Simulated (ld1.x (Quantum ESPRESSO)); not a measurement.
Which setting gave this result? (O (Z = 8), RRKJ)

Base potential:

* Element: O
* Generator: ld1.x (Quantum ESPRESSO) 7.5
* Type: norm-conserving RRKJ (Kleinman–Bylander form)
* Functional: PBEsol
* Relativity: scalar-relativistic
* Frozen core: [He]
* Valence charge: 6
* Reference configuration: 2s2 2p3 (charge +1)
* Partial waves: 2p (bound): rc 1.95 bohr; 2s (bound): rc 0.85 bohr
* Local potential: the s channel
* Core correction: Bessel-smoothed model core inside 0.70 bohr
* rho0: 0.02

Cutoffs, loose and tight: the cutoffs (Ry, on a coarse ladder) from which the occupation-weighted sum of valence levels, in a spherical-Bessel basis at the reference potential, stays within 10 and 1 mRy of its value at 400 Ry. They do not see the model core or the augmentation charge, which bear on the density cutoff. Test errors are all-electron minus pseudo excitation energies from the reference, over the configurations 2s2 2p4; 2s2 2p2; 2s2 2p1; 2s2 2p0; 2s1 2p4; 2s1 2p5; 2s2 2p4.3; variants that change the core or the reference have their own tests.

Only the scale of all radii but the core radius (base = 1) is moved:

```json
{"scale of all radii but the core radius (base = 1)": "0.77", "cutoff, loose": "140 Ry", "cutoff, tight": "230 Ry", "bound ghosts": "none", "largest test error (meV)": "+2104", "median size of the test errors": "87.9 meV"}
{"scale of all radii but the core radius (base = 1)": "0.85", "cutoff, loose": "80 Ry", "cutoff, tight": "200 Ry", "bound ghosts": "none", "largest test error (meV)": "+3099", "median size of the test errors": "140.7 meV"}
{"scale of all radii but the core radius (base = 1)": "0.89", "cutoff, loose": "80 Ry", "cutoff, tight": "200 Ry", "bound ghosts": "none", "largest test error (meV)": "+3741", "median size of the test errors": "176.1 meV"}
{"scale of all radii but the core radius (base = 1)": "1.01", "cutoff, loose": "80 Ry", "cutoff, tight": "180 Ry", "bound ghosts": "none", "largest test error (meV)": "+5848", "median size of the test errors": "289.5 meV"}
{"scale of all radii but the core radius (base = 1)": "1.14", "cutoff, loose": "70 Ry", "cutoff, tight": "160 Ry", "bound ghosts": "none", "largest test error (meV)": "+8748", "median size of the test errors": "459.1 meV"}
{"scale of all radii but the core radius (base = 1)": "1.24", "cutoff, loose": "55 Ry", "cutoff, tight": "140 Ry", "bound ghosts": "none", "largest test error (meV)": "+11672", "median size of the test errors": "644.6 meV"}
{"scale of all radii but the core radius (base = 1)": "1.3", "cutoff, loose": "50 Ry", "cutoff, tight": "120 Ry", "bound ghosts": "none", "largest test error (meV)": "+12487", "median size of the test errors": "698.7 meV"}
{"scale of all radii but the core radius (base = 1)": "1.41", "cutoff, loose": "45 Ry", "cutoff, tight": "100 Ry", "bound ghosts": "none", "largest test error (meV)": "+15121", "median size of the test errors": "879.2 meV"}
```

Q: One more run gave cutoff, loose: 70 Ry; cutoff, tight: 180 Ry; bound ghosts: none; largest test error (meV): +6909; median size of the test errors: 349.8 meV. Which value of the scale of all radii but the core radius (base = 1) was used?

A: 1.06. The median size of the test errors moves one way along this sweep, from 87.9 meV at 0.77 to 879.2 meV at 1.41, which places the run between 1.01 and 1.14.
